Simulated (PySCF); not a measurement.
**Multinuclear NMR of C₅H₉FOSi**

Atoms are numbered as in `[CH2:1]=[CH:2][CH2:3][SiH2:4][O:5]/[CH:6]=[CH:7]/[F:8]`. Each H is labelled by its parent atom. Ha(C1) is cis to C3; Hb(C1) is trans to C3.

One conformer, no relativistic terms, one averaged value for each set of equivalent atoms, gas phase. Geometry: GFN2-xTB; shielding tensors at PBE0/pcSseg-1 (GIAO); PySCF 2.14.

(1) Predict the ¹⁹F NMR data.

(2) Predict the ²⁹Si NMR data.

(3) What are the ¹⁷O shifts?

Answers

(1) 
```tsv
atoms	environment	σ (ppm)	δ (ppm)
F8	vinylic fluorine	359.5	-178.4
```

Shieldings were converted by a linear fit to measured shifts: ¹⁹F (scatter 6.0 ppm rms, 7.0 ppm with the 5 outliers that the fit left out vs CFCl3, solution or neat liquid, with a term for F on sp3 carbon). A few per cent of atoms miss by over 2 rms, more outside the fitted compound classes.

On a 600 MHz spectrometer ¹⁹F resonates near 564.6 MHz, so 1 ppm is 564.6 Hz.

(2) 
| atoms | environment | σ (ppm) | δ (ppm) |
| --- | --- | --- | --- |
| Si4 | silicon bonded to C, O, 2 H | 357.7 | -14.1 |

Shieldings were converted by a linear fit to measured shifts: ²⁹Si (scatter 8.9 ppm rms, 25.8 ppm with the 6 outliers that the fit left out vs TMS, solution or neat liquid). A few per cent of atoms miss by over 2 rms, more outside the fitted compound classes.

On a 500 MHz spectrometer ²⁹Si resonates near 99.3 MHz, so 1 ppm is 99.3 Hz.

(3) 
| atoms | environment | σ (ppm) | δ (ppm) |
| --- | --- | --- | --- |
| O5 | oxygen bonded to C, Si | 277.3 | 14.1 |

Shieldings were converted by a linear fit to measured shifts: ¹⁷O (scatter 10.7 ppm rms, 12.2 ppm with the 3 outliers that the fit left out vs liquid water, solution or neat liquid). Occasional misses reach two or three times the rms, and more in compound classes unlike the fitted ones.

On a 500 MHz spectrometer ¹⁷O resonates near 67.8 MHz, so 1 ppm is 67.8 Hz.
